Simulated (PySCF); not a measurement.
germylsulfanylgermane (Ge2H6S), SMILES [GeH3][S][GeH3].

Geometry: B3LYP-D3(BJ)/def2-SVP.

Method: PySCF with PBE0/def2-TZVP.

Gas-phase values at a fixed geometry.

```yaml
total_energy: -4555.17878 hartree
point_group: C2v
highest_occupied_level: -7.19 eV
lowest_empty_level: -0.28 eV
orbital_gap: 6.91 eV
dipole_moment: 1.30 D
quadrupole, principal values (traceless, Buckingham form, about the centre of nuclear charge): -3.17, -2.41, 5.57 D·Å
mean_static_polarisability: 83.2 bohr³ (12.33 Å³)
polarisability_principal_values: 67.6, 78.7, 103.4 bohr³
```
